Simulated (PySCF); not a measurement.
Match each property card to its molecule.

Structures:
1. `C=Cc1ccccc1[O-]`
2. `N#C/C(F)=C(/[O-])F`
3. `C=CCC1=COC=CO1`
4. `[H]/N=C\C1([S-])CC1`

Card P (geometry GFN2-xTB):
- Rotational constants A, B, C: 3.856, 1.016, 0.900 GHz
- Point group: C1
- HOMO energy (PBE0/pcSseg-1): -5.49 eV
- 13C chemical shifts (computed TMS as zero) by class (GIAO PBE0/pcSseg-1): 145.4 (1 C), 144.6 (1 C), 134.0 (1 C), 133.9 (1 C), 129.9 (1 C), 121.2 (1 C), 41.3 (1 C) ppm

Card Q (geometry GFN2-xTB):
* Rotational constants A, B, C: 2.742, 1.560, 0.994 GHz
* Point group: Cs
* 13C chemical shifts (computed TMS as zero) by class (GIAO PBE0/pcSseg-1): 177.6 (1 C), 146.1 (1 C), 132.8 (1 C), 126.9 (1 C), 126.8 (1 C), 126.4 (1 C), 101.9 (1 C), 91.1 (1 C) ppm
* Isotropic shieldings of nuclei other than C and H, by class (GIAO PBE0/pcSseg-1): -11 (1 O) ppm

Card R (geometry GFN2-xTB):
- Rotational constants A, B, C: 4.094, 2.361, 1.497 GHz
- HOMO energy (PBE0/pcSseg-1): -1.32 eV
- Largest of the computed one-bond spin–spin couplings (means over like bonds) (B3LYP/pcJ-1): 19F–13C -321.7, 19F–13C -197.5, 13C–13C +154.8, 13C–13C +135.3, 15N–13C -23.0, 17O–13C +22.7 Hz
- Point group: Cs
- Isotropic shieldings of nuclei other than C and H, by class (GIAO PBE0/pcSseg-1): -75 (1 N), 8 (1 O), 207 (1 F), 456 (1 F) ppm

Card S (geometry GFN2-xTB):
- Rotational constants A, B, C: 3.473, 2.998, 1.932 GHz
- Isotropic shieldings of nuclei other than C and H, by class (GIAO PBE0/pcSseg-1): 8 (1 N), 542 (1 S) ppm
- 13C chemical shifts (computed TMS as zero) by class (GIAO PBE0/pcSseg-1): 169.2 (1 C), 36.8 (1 C), 18.1 (2 C) ppm
- HOMO energy (PBE0/pcSseg-1): -0.09 eV

All species are isolated and taken at one optimised geometry, non-relativistic unless stated; the electronic structure was computed with PySCF and density fitting. NMR classes are plain means over equivalent atoms (diastereotopic ones count apart unless rotation or inversion swaps them), as if these changed places fast.

Q: Which card belongs to which structure?

A: P = 3, Q = 1, R = 2, S = 4. What ties each card to its structure:
- 1 (card Q), [C8H7O]-, monoisotopic mass 119.1 u, 9 heavy atoms: 8 C in 8 classes; the least shielded carbon (177.6 ppm) is an aromatic carbon bearing oxygen; an asymmetric top with C = 0.994 GHz.
- 2 (card R), [C3F2NO]-, monoisotopic mass 104.0 u, 7 heavy atoms: an asymmetric top with C = 1.497 GHz.
- 3 (card P), C7H8O2, monoisotopic mass 124.1 u, 9 heavy atoms: 7 C in 7 classes; the least shielded carbon (145.4 ppm) is a vinylic carbon bearing oxygen; an asymmetric top with C = 0.900 GHz, the lowest such constant on the cards.
- 4 (card S), [C4H6NS]-, monoisotopic mass 100.0 u, 6 heavy atoms: 4 C in 3 classes; the least shielded carbon (169.2 ppm) is an imine carbon; an asymmetric top with C = 1.932 GHz, the highest such constant on the cards.
